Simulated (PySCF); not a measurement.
# Core binding energy against partial charge

Species: C₃H₃BrO.
Atom-mapped SMILES: `[CH3:1][C:2]([Br:3])=[C:4]=[O:5]`

Binding energies: delta-SCF UKS SCAN, pcX-2 on the ionised atom, pcseg-1 elsewhere, spin-free X2C in PySCF 2.14.0. Charges: PBE0/pcSseg-1 ground-state density, for the ionised atom.

```csv
atom,environment,C 1s (eV),Mulliken (e),IAO (e),Hirshfeld (e),ESP (e)
C1,methyl carbon,291.67,-0.124,-0.399,-0.113,-0.214
C2,outer carbon of cumulated double bonds,291.94,-0.480,-0.271,-0.069,-0.357
C4,central carbon of a ketene,294.05,+0.483,+0.422,+0.180,+0.480
```

How well does each charge scheme correlate with the binding energies over these sites?

Hirshfeld: r = 1.00, slope 8.2 eV per e; IAO: r = 1.00, slope 2.9 eV per e; ESP: r = 0.97, slope 2.8 eV per e; Mulliken: r = 0.89, slope 2.4 eV per e. On 3 points no scheme stands out.

The point-charge model writes a binding energy as kq + V + constant, with V the potential of the other atoms' charges at the site. What does it give with the IAO charges?

V = Σ 14.40 eV Å × q/r over all other atoms: +5.16 eV at C1, +2.70 eV at C2, -6.10 eV at C4. Fitting binding energy − V to q gives k = 16.3 eV per e and leaves an rms residual of 0.26 eV, against 0.05 eV for the fit on q alone. The model has no term for differences in relaxation between sites.

Spin contamination (⟨S²⟩ against 0.75 for a pure doublet) is marked for C 1s of C4 (0.85), which makes this value less certain. Isolated species at its PBE0-D3(BJ)/def2-SVP geometry, gas phase.
